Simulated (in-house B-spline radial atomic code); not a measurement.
# The indium ion In²⁺: [Ar] 3d10 4s2 (4p1/2)2 (4p3/2)3 4d10 5s2 (with a hole in an inner shell)

Level of theory: Dirac-Kohn-Sham B3LYP, spherical fractional occupations, Fermi nucleus of rms radius 4.6156 fm; calculated with a radial B-spline atomic code at the basis-set limit.

Effective charges: Z_r = [3n² - l(l+1)]/(2<r>) from the radius, Z_e = n√(-2ε) from the energy, and Slater's rules. Values are occupation-weighted means over j. An effective charge above Z reflects the relativistic contraction of the inner shells.

| shell | electrons | ε (eV) | <r> (bohr) | Z_r | Z_e | Slater |
| --- | --- | --- | --- | --- | --- | --- |
| 1s | 2 | -27838 | 0.02971 | 50.48 | 45.23 | 48.70 |
| 2s | 2 | -4208.7 | 0.1281 | 46.84 | 35.18 | 44.85 |
| 2p | 6 | -3784.2 | 0.112 | 44.65 | 33.35 | 44.85 |
| 3s | 2 | -828.26 | 0.348 | 38.79 | 23.41 | 37.75 |
| 3p | 6 | -687.83 | 0.3465 | 36.07 | 21.33 | 37.75 |
| 3d | 10 | -467.55 | 0.3241 | 32.40 | 17.59 | 27.85 |
| 4s | 2 | -149.62 | 0.8429 | 28.47 | 13.26 | 21.60 |
| 4p | 5 | -106.85 | 0.911 | 25.25 | 11.21 | 21.60 |
| 4d | 10 | -44.116 | 1.124 | 18.68 | 7.20 | 10.85 |
| 5s | 2 | -26.578 | 2.268 | 16.54 | 6.99 | 6.20 |

The least bound orbital is 5s1/2 at -26.58 eV, and it is also the most diffuse (<r> = 2.268 bohr). The part-filled 4p shell lies below the filled 5s shell in orbital energy.

For the 1s electron the small component carries 3.23 % of the norm, the zero-frequency Breit interaction raises the level by 63.46 eV, self-energy by 35.81 eV, and vacuum polarisation lowers it by 4.64 eV.

Caution: exact exchange at fractional occupations of open shells leaves self-interaction of up to several eV.
